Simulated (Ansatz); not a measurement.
`CBP` + `OB(F)F` → `FB(F)OP` + `BC`  (cleavage of the P–B bond)

Computed with Ansatz on PBE0-D4/def2-TZVP structures; ΔE is electronic, products minus reactants. CBS: MP2 limit from def2 TZ/QZ plus the TZ coupled-cluster correction, frozen cores. This one scheme is used for every species. DFT in def2-TZVPP. B3LYP here is the variant with VWN-RPA as its local correlation; programs differ in this. One conformer a species, not always the lowest.

`CBP`:

Cartesian coordinates in Å:
```
C -0.150 1.271 0.055
B 0.379 -0.098 -0.467
P -0.495 -1.730 -0.152
H -0.288 1.980 -0.769
H 0.637 1.714 0.679
H -1.067 1.231 0.646
H 1.319 -0.130 -1.210
H 0.578 -2.630 0.026
H -0.913 -1.608 1.192
```

`OB(F)F`:

Cartesian coordinates in Å:
```
O 0.981 -0.198 0.180
B -0.252 0.282 -0.063
F -0.429 1.581 -0.188
F -1.310 -0.511 -0.185
H 1.011 -1.154 0.255
```

`FB(F)OP`:

Z-matrix (Å, degrees):
```
B
F 1 1.318
O 1 1.345 2 119.5
F 1 1.325 2 118.1 3 179.4
P 3 1.671 1 125.6 2 -172.6
H 5 1.420 3 95.1 1 178.3
H 5 1.425 3 98.5 1 -89.0
```

`BC`:

Cartesian coordinates in Å:
```
B 0.863 -0.149 -0.075
C -0.659 0.127 -0.021
H 1.283 -1.259 -0.244
H 1.656 0.730 0.119
H -1.280 -0.583 -0.570
H -0.908 -0.019 1.046
H -0.954 1.152 -0.255
```

```csv
level,ΔE (kJ/mol)
PBE-D4,75.0
r2SCAN-D4,69.4
B3LYP-D4,55.5
BHLYP-D4,49.6
B3LYP,54.2
r2SCANh,68.5
RPA@PBE/def2-TZVPP,52.1
CCSD/CBS(def2),57.8
```

(1) What does CCSD(T)/CBS give? (Best estimate.)

Largest T1 diagnostic among the species: 0.015.

Answers

(1) The calculation gave: +61.7 kJ/mol. The listed levels differ from it by 13.3, 7.7, -6.2, -12.1, -7.5, 6.8, -9.6, -3.9 kJ/mol.

From PBE to PBE0 (25 % exact exchange), in def2-TZVPP and without D4, ΔE moves by −3.1 kJ/mol. Leaving LDA and LC-ωPBE aside and taking each functional with its dispersion term where it has one, the values spread over 25.4 kJ/mol, from BHLYP-D4 to PBE-D4. LDA lies +6.8 kJ/mol from PBE without D4.
